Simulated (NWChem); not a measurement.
System: BH3SeO2; SMILES OB(O)[SeH]

Here is an NWChem input.

```
start job
memory heap 200 mb stack 900 mb global 1100 mb
geometry units angstroms noautoz
  B     -0.025782    -0.971921     0.000000
  O      1.086349    -1.756012     0.000000
  H      1.921406    -1.280936     0.000000
  O     -1.251010    -1.546514     0.000000
  H     -1.186383    -2.509279     0.000000
  Se     0.099843     0.995525     0.000000
  H     -1.356205     1.178019     0.000000
end
basis spherical
  B library def2-svp
  O library def2-svp
  H library def2-svp
  Se library def2-svp
end
dft
  xc xcamb88 1.00 lyp 0.81 vwn_5 0.19 hfexch 1.00
  cam 0.33 cam_alpha 0.19 cam_beta 0.46
  iterations 150
  mulliken
end
task dft energy
```

Coordinates come from a PBE0/def2-SVP optimisation.

### Question
What results follow from this input? (CAM-B3LYP/def2-SVP.) Quantities: energy (Ha); highest occupied level (eV); orbital gap (eV); dipole (D).

### Answer
The energy (Ha) is -2578.42 and the highest occupied level (eV) comes out as -8.12. The orbital gap (eV) comes out as 9.62 and the dipole (D) is 1.43.
